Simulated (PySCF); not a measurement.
Compound: C6H8O2.
Z-matrix (Å and degrees, GFN2-xTB geometry), rows numbered from 1:
```
O 
C   1  1.4072
C   2  1.5073  1  112.17
C   3  1.3254  2  125.47  1  -119.43
C   4  1.5029  3  123.10  2  -179.79
C   5  1.5021  4  109.31  3    -1.40
C   6  1.3223  5  122.27  4     0.89
O   7  1.3654  6  125.29  5     0.16
H   1  0.9649  2  107.67  3   -51.01
H   2  1.1019  1  110.17  3   121.19
H   2  1.0904  1  106.55  3  -120.69
H   4  1.0777  3  119.35  2    -0.12
H   5  1.0979  4  110.20  3  -122.74
H   5  1.0982  4  110.14  3   119.98
H   6  1.0776  5  117.97  4  -178.91
H   7  1.0798  6  124.06  5  -179.92
```

Computed, not measured: PBE0/def2-SVPD in PySCF (dipole) on a GFN2-xTB geometry, gas phase.

Masses are those of the commonest isotopes; rigid-rotor values at the optimised geometry. The values belong to one conformer with, in the numbering `[OH:1][CH2:2][C:3]1=[CH:4][CH2:5][CH:6]=[CH:7][O:8]1`, H–O1–C2–C3 -51°, O1–C2–C3–C4 -119°.

(1) Give the principal moments of inertia and the rotational constants in MHz.

(2) Classify the top.

(3) Is it planar, by Δ = Ic − Ia − Ib?

(4) Give the coordinates in the principal-axis frame, origin at the centre of mass.

(5) Where do the levels up to J = 5 lie, in K?

(6) Which lines would a microwave search look for?

## Answers

(1) Ia = 111.15, Ib = 334.44, Ic = 417.91 u·Å²; 505379 MHz·u·Å²/I gives A = 4547, B = 1511, C = 1209 MHz.

(2) An asymmetric top; Ray's κ = -0.819.

(3) Not planar: Δ = Ic − Ia − Ib = -27.68 u·Å². For a rigid frame Δ = −2 Σ m c², so Σ m c² = 13.84 u·Å² lies off the ab plane: 4.39 from hydrogen and 9.45 from heavier atoms. The atom farthest from that plane is 1.43 Å away.

(4) The sense of each axis is arbitrary; atoms in the order of the calculation.
```
atom  mass (u)   a (Å)   b (Å)   c (Å)
  O1    15.995   2.666   0.204   0.554
  C2    12.000   1.914  -0.451  -0.438
  C3    12.000   0.430  -0.298  -0.222
  C4    12.000  -0.425  -1.291  -0.026
  C5    12.000  -1.898  -1.076   0.180
  C6    12.000  -2.194   0.397   0.159
  C7    12.000  -1.251   1.303  -0.036
  O8    15.995   0.072   1.034  -0.240
  H9     1.008   2.338   1.108   0.621
 H10     1.008   2.168  -0.052  -1.433
 H11     1.008   2.194  -1.505  -0.396
 H12     1.008  -0.063  -2.306  -0.016
 H13     1.008  -2.215  -1.514   1.136
 H14     1.008  -2.469  -1.591  -0.604
 H15     1.008  -3.213   0.710   0.313
 H16     1.008  -1.430   2.368  -0.055
```

(5) Above 0(0,0), as E/k:
J = 1: 1(0,1) 0.131, 1(1,1) 0.276, 1(1,0) 0.291
J = 2: 2(0,2) 0.391, 2(1,2) 0.523, 2(1,1) 0.566, 2(2,1) 1.003, 2(2,0) 1.004
J = 3: 3(0,3) 0.778, 3(1,3) 0.892, 3(1,2) 0.979, 3(2,2) 1.395, 3(2,1) 1.400, 3(3,1) 2.160, 3(3,0) 2.160
J = 4: 4(0,4) 1.291, 4(1,4) 1.384, 4(1,3) 1.528, 4(2,3) 1.917, 4(2,2) 1.932, 4(3,2) 2.684, 4(3,1) 2.685, 4(4,1) 3.753, 4(4,0) 3.753
J = 5: 5(0,5) 1.924, 5(1,5) 1.996, 5(1,4) 2.212, 5(2,4) 2.567, 5(2,3) 2.601, 5(3,3) 3.340, 5(3,2) 3.342, 5(4,2) 4.408, 5(4,1) 4.408, 5(5,1) 5.783, 5(5,0) 5.783

(6) The dipole components are |μa| = 1.99 D, |μb| = 0.09 D, |μc| = 0.68 D. Intensities carry the squares of the components, which stand as 1.00 : 0.00 : 0.12 (a : b : c). Some lines, for components of 0.1 D or more:

```
type  branch         J(Ka,Kc)    MHz  lower level (cm⁻¹)
   c       R  1(1,0) ← 0(0,0)   6058               0.000
   a       R  3(2,1) ← 2(2,0)   8246               0.698
   a       R  3(1,2) ← 2(1,1)   8600               0.394
   c       Q  3(2,2) ← 3(1,2)   8668               0.680
   a       R  4(1,4) ← 3(1,3)  10238               0.620
   a       R  4(3,1) ← 3(3,0)  10927               1.502
   a       R  4(1,3) ← 3(1,2)  11440               0.680
   c       R  2(2,0) ← 1(1,0)  14871               0.202
   c       R  4(1,3) ← 3(0,3)  15624               0.541
   c       R  3(2,2) ← 2(1,2)  18174               0.363
   c       R  4(4,1) ← 3(3,1)  33191               1.502
```

Not checked by GFN2-xTB frequencies. Zero-point vibration and centrifugal distortion are left out.

The run took about 90 s of CPU time (one thread, shared machine). This is the PBE0/def2-SVPD job that gave the dipole, with the excitations it also computed.
